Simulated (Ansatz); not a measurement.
A series at Si: from `C#C[Si](F)(F)F`, ligands are replaced one by one, each step taking up HCl and setting free H–F; n counts the steps. Ansatz, PBE0-D4/def2-TZVP geometries.

CBS adds triple-zeta CCSD(T) − MP2 to the MP2 limit, frozen cores; atoms without spin–orbit coupling. 

| n | molecule | atomization energy, CCSD(T)/CBS (kJ/mol) |
| --- | --- | --- |
| 0 | `C#C[Si](F)(F)F` | ? |
| 1 | `C#C[Si](F)(F)Cl` | 3192.5 |
| 2 | `C#C[Si](F)(Cl)Cl` | 2996.7 |
| 3 | `C#C[Si](Cl)(Cl)Cl` | 2804.4 |

By hand: fit a straight line y = ȳ + b (n − n̄) to the 3 given rows and predict n = 0.

n̄ = 2.000, ȳ = 2997.87; Σ(n − n̄)(y − ȳ) = -388.10, Σ(n − n̄)² = 2.000, so b = -194.05 kJ/mol a step. Prediction: 2997.87 + (-194.05) × (-2.000) = 3386.0 kJ/mol.

By hand: compare with the computed value, 3391.4 kJ/mol, and give the steps along the whole series.

The line misses by 5.4 kJ/mol (computed minus predicted). Steps: -198.9, -195.8, -192.3 kJ/mol.

The steps differ by at most 6.6 kJ/mol, 3.4 % of a mean step, so the ligands' effects nearly add and a line is close. The miss is 0.9 % of the series' range. The energies themselves are unsure by some kJ/mol a bond, though much of that is common to the series.
